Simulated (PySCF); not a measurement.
C$_{4}$H$_{5}$ (SMILES C=[C-]C=C), charge -1, singlet, at a GFN2-xTB geometry (in this run its highest filled SCF level lies above zero, so its values depend strongly on the basis, on diffuse functions most of all); PySCF with BHANDHLYP/6-31G*.

The PySCF input:
```python
from pyscf import gto, scf, dft

mol = gto.M(
    atom='''
C     0.766451    1.627237   -0.190876
C     0.330810    0.562873    0.445232
C    -0.608969   -0.433720    0.229106
C    -0.438703   -1.683667   -0.290334
H     1.536727    2.279062    0.237614
H     0.430837    1.987285   -1.190650
H    -1.561076   -0.264453    0.754516
H     0.476034   -1.971550   -0.792422
H    -1.180060   -2.466679   -0.167830
''',
    basis='6-31g*',
    charge=-1,
    spin=0,
    verbose=4,
)

mf = dft.RKS(mol)
mf.xc = 'bhandhlyp'
mf.kernel()
```

Output, abridged:

```
PySCF version 2.14.0

[INPUT] verbose = 4
[INPUT] num. atoms = 9
[INPUT] num. electrons = 30
[INPUT] charge = -1
[INPUT] spin (= nelec alpha-beta = 2S) = 0
[INPUT] symmetry False subgroup None
[INPUT] Mole.unit = angstrom
[INPUT] Symbol           X                Y                Z      unit          X                Y                Z       unit  Magmom
[INPUT]  1 C      0.766451000000   1.627237000000  -0.190876000000 AA    1.448382477899   3.075032269759  -0.360703363752 Bohr   0.0
[INPUT]  2 C      0.330810000000   0.562873000000   0.445232000000 AA    0.625140299267   1.063675812912   0.841366541892 Bohr   0.0
[INPUT]  3 C     -0.608969000000  -0.433720000000   0.229106000000 AA   -1.150784628350  -0.819612014746   0.432947593495 Bohr   0.0
[INPUT]  4 C     -0.438703000000  -1.683667000000  -0.290334000000 AA   -0.829028520025  -3.181669514968  -0.548651744649 Bohr   0.0
[INPUT]  5 H      1.536727000000   2.279062000000   0.237614000000 AA    2.903993158224   4.306803000903   0.449025383362 Bohr   0.0
[INPUT]  6 H      0.430837000000   1.987285000000  -1.190650000000 AA    0.814163934329   3.755424381456  -2.250002410213 Bohr   0.0
[INPUT]  7 H     -1.561076000000  -0.264453000000   0.754516000000 AA   -2.950006099632  -0.499743742820   1.425828596602 Bohr   0.0
[INPUT]  8 H      0.476034000000  -1.971550000000  -0.792422000000 AA    0.899573885981  -3.725689540886  -1.497460555080 Bohr   0.0
[INPUT]  9 H     -1.180060000000  -2.466679000000  -0.167830000000 AA   -2.229990210554  -4.661347747216  -0.317152735486 Bohr   0.0

nuclear repulsion = 96.1403264918117
number of shells = 34
number of NR pGTOs = 128
number of NR cGTOs = 66
basis = 6-31g*
ecp = {}

******** <class 'pyscf.dft.rks.RKS'> ********
method = RKS
initial guess = minao
damping factor = 0
level_shift factor = 0
DIIS = <class 'pyscf.scf.diis.CDIIS'>
diis_start_cycle = 1
diis_space = 8
diis_damp = 0
SCF conv_tol = 1e-09
SCF conv_tol_grad = None
SCF max_cycles = 50
direct_scf = True
direct_scf_tol = 1e-13
XC library pyscf.dft.libxc version 7.1.2
    S. Lehtola, C. Steigemann, M. J. T. Oliveira, and M. A. L. Marques,  SoftwareX 7, 1–5 (2018)
XC functionals = bhandhlyp
    A. D. Becke,  J. Chem. Phys. 98, 1372 (1993)
    Defined through Gaussian implementation.
radial grids:
    Treutler-Ahlrichs [JCP 102, 346 (1995); DOI:10.1063/1.469408] (M4) radial grids

becke partition: Becke, JCP 88, 2547 (1988); DOI:10.1063/1.454033
pruning grids: <function nwchem_prune>
grids dens level: 3
symmetrized grids: False
atomic radii adjust function: <function treutler_atomic_radii_adjust>
small_rho_cutoff = 0
Set gradient conv threshold to 3.16228e-05
Initial guess from minao.
tot grids = 105512
init E= -155.63855033746
  HOMO = -0.187173042885759  LUMO = -0.0182560866752284  gap/eV = 4.59646
cycle= 1 E= -155.127975358594  delta_E= 0.511  |g|= 0.474  |ddm|=  2.8
  HOMO = 0.125950648963382  LUMO = 0.360367061230821  gap/eV = 6.37880
cycle= 2 E= -155.159617489414  delta_E= -0.0316  |g|= 0.383  |ddm|= 1.22
  HOMO = 0.0343236515097298  LUMO = 0.305131367203821  gap/eV = 7.36905
cycle= 3 E= -155.201274845609  delta_E= -0.0417  |g|= 0.0651  |ddm|= 0.592
  HOMO = 0.0351932752958124  LUMO = 0.306152713772781  gap/eV = 7.37318
cycle= 4 E= -155.202113253229  delta_E= -0.000838  |g|= 0.0364  |ddm|= 0.0856
  HOMO = 0.0336643920093773  LUMO = 0.305999168656488  gap/eV = 7.41061
cycle= 5 E= -155.202456980804  delta_E= -0.000344  |g|= 0.00352  |ddm|= 0.0478
  HOMO = 0.0336518135602684  LUMO = 0.306304956634509  gap/eV = 7.41927
cycle= 6 E= -155.202460614873  delta_E= -3.63e-06  |g|= 0.00182  |ddm|= 0.00668
  HOMO = 0.0336829652302617  LUMO = 0.306280925949027  gap/eV = 7.41777
cycle= 7 E= -155.202461709019  delta_E= -1.09e-06  |g|= 0.000448  |ddm|= 0.0033
  HOMO = 0.0336466525839922  LUMO = 0.30627962636856  gap/eV = 7.41872
cycle= 8 E= -155.202461775207  delta_E= -6.62e-08  |g|= 0.000174  |ddm|= 0.00124
  HOMO = 0.033637954473523  LUMO = 0.306281528685308  gap/eV = 7.41901
cycle= 9 E= -155.20246178451  delta_E= -9.3e-09  |g|= 5.07e-05  |ddm|= 0.000247
  HOMO = 0.0336337152185973  LUMO = 0.306278280602198  gap/eV = 7.41904
cycle= 10 E= -155.202461785433  delta_E= -9.24e-10  |g|= 7.97e-06  |ddm|= 9.93e-05
  HOMO = 0.0336326200454411  LUMO = 0.306277383518756  gap/eV = 7.41904
Extra cycle  E= -155.202461785498  delta_E= -6.42e-11  |g|= 3.81e-06  |ddm|= 2.91e-05
converged SCF energy = -155.202461785498
```
